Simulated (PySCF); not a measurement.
# Assignment exercise: C$_{6}$H$_{18}$AlP

Atoms are numbered as in `[CH3:1][Al-:2]([CH3:3])([CH3:4])[P+:5]([CH3:6])([CH3:7])[CH3:8]`. Hydrogens are named by the atom that carries them.

- PBE0-D3(BJ)/def2-SVP geometry
- σ from GIAO-B97-2/pcSseg-1
- program: PySCF 2.14
- fast rotation and ring inversion assumed for equivalent nuclei, relativity neglected, no solvent model, a single conformation

δ = σ(ref) − σ, references computed at the same level: TMS for 13C, 1H.

(1) Assign these signals to the numbered atoms. 13C{1H} NMR (computed): δ 11.2, -13.1.

(2) Assign these signals to the numbered atoms. 1H NMR (500 MHz, computed): δ 1.08 (m, 9H), -0.91 (m, 9H).

Results:

(1) 
| δ (ppm) | atoms | environment | reason |
| --- | --- | --- | --- |
| 11.2 | C6/C7/C8 | methyl carbon bonded to P | – |
| -13.1 | C1/C3/C4 | methyl carbon bonded to Al | an electropositive neighbour leaves it electron-rich and shielded |

(2) 
| δ (ppm) | atoms | environment | reason |
| --- | --- | --- | --- |
| 1.08 | H(C6)/H(C7)/H(C8) | hydrogen on a methyl carbon bonded to P | – |
| -0.91 | H(C1)/H(C3)/H(C4) | hydrogen on a methyl carbon bonded to Al | an electropositive neighbour shields it, as in TMS itself |

Splittings by 31P in the carbon and heteronuclear signals aren't shown, as no couplings were computed. Shifts are as computed. Against solution values, carbons near 30 ppm lie about +1 ppm off and those near 130 ppm about +2 ppm. Of 1211 compounds with measured shifts, 218 miss one by over three times the rms of a fit or turn the order of signals round; such compounds aren't used in these exercises. Multiplicities follow the n + 1 count of equivalent neighbours, as no J values were calculated; m marks all less simple cases, F and P coupling included.
